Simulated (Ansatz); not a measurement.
Two isomers of CH4FIOSi: A = `FC(I)O[SiH3]`, B = `F[SiH2]OCI`.

Isolated molecules relaxed with PBE0-D4/def2-TZVP in Ansatz; ΔE leaves out vibrations. CCSD(T)/CBS is the MP2 limit (def2-TZVPP, def2-QZVPP) plus CCSD(T) − MP2 in def2-TZVPP, frozen cores. Functionals use def2-TZVPP. B3LYP here is the variant with VWN-RPA as its local correlation; programs differ in this. Elements past krypton have def2 core potentials. For I outer-core shells are correlated without core-valence functions, which leaves a few kJ/mol of doubt a bond. One conformer a species, not always the lowest.

**Question.** Which isomer does CCSD(T)/CBS put lower? Give the gap. (Estimate.)

**Answer.** The calculation gave: B, by 212.1 kJ/mol.

**Question.** Give E(B) − E(A) in kJ/mol with ωB97M-V, HF/def2-TZVPP, CCSD(T)/def2-TZVPP, PBE0-D4, B3LYP-D4, MP2/def2-TZVPP, B3LYP. (Best estimate.)

**Answer.** Ansatz gave: ωB97M-V -200.9, HF/def2-TZVPP -214.1, CCSD(T)/def2-TZVPP -206.6, PBE0-D4 -195.0, B3LYP-D4 -200.1, MP2/def2-TZVPP -215.1, B3LYP -200.5. None reverses the order clearly.

Largest T1 diagnostic: 0.011.

From PBE to PBE0 (25 % exact exchange), in def2-TZVPP and without D4, E(B) − E(A) moves by −8.8 kJ/mol.
